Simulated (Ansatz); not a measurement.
CH$_{3}$FOSe, SMILES `OC(F)[SeH]`, relaxed with RKS PBE-D4/def2-SVP in Ansatz 0.2.0 from a rough embedded geometry. The force threshold is 0.03 eV/Å; the program also tests the step.

The species carries charge 0 and has multiplicity 1.

Start:

```xyz
7

O    -0.489    0.117   -1.469
C     0.232    0.199   -0.230
F     1.308   -0.721   -0.174
Se   -1.058   -0.105    1.252
H    -0.701   -0.851   -1.546
H     0.641    1.242   -0.104
H     0.067    0.119    2.271
```

```json
{"step": "1", "energy (eV)": "-71170.7128", "largest force (eV/Å)": "1.803", "largest move (Å)": "0.000"}
{"step": "2", "energy (eV)": "-71170.8423", "largest force (eV/Å)": "1.341", "largest move (Å)": "0.125"}
{"step": "3", "energy (eV)": "-71170.8866", "largest force (eV/Å)": "0.297", "largest move (Å)": "0.059"}
{"step": "4 (rejected)", "energy (eV)": "-71170.8863", "largest force (eV/Å)": "0.472", "largest move (Å)": "0.118"}
{"step": "5", "energy (eV)": "-71170.9038", "largest force (eV/Å)": "0.127", "largest move (Å)": "0.056"}
{"step": "6", "energy (eV)": "-71170.9111", "largest force (eV/Å)": "0.139", "largest move (Å)": "0.094"}
{"step": "7", "energy (eV)": "-71170.9160", "largest force (eV/Å)": "0.143", "largest move (Å)": "0.150"}
{"step": "8", "energy (eV)": "-71170.9164", "largest force (eV/Å)": "0.052", "largest move (Å)": "0.019"}
{"step": "9 (rejected)", "energy (eV)": "-71170.9162", "largest force (eV/Å)": "0.093", "largest move (Å)": "0.012"}
{"step": "10", "energy (eV)": "-71170.9166", "largest force (eV/Å)": "0.010", "largest move (Å)": "0.006"}
```

End:

```xyz
7

O    -0.377    0.011   -1.458
C     0.258    0.278   -0.281
F     1.319   -0.572   -0.049
Se   -1.044    0.091    1.248
H    -0.808   -0.865   -1.369
H     0.642    1.317   -0.323
H     0.010   -0.261    2.232
```

It took 48 s on 2 threads of an AMD EPYC 7571 on a shared host, with 0.17 GiB of host memory at the peak.
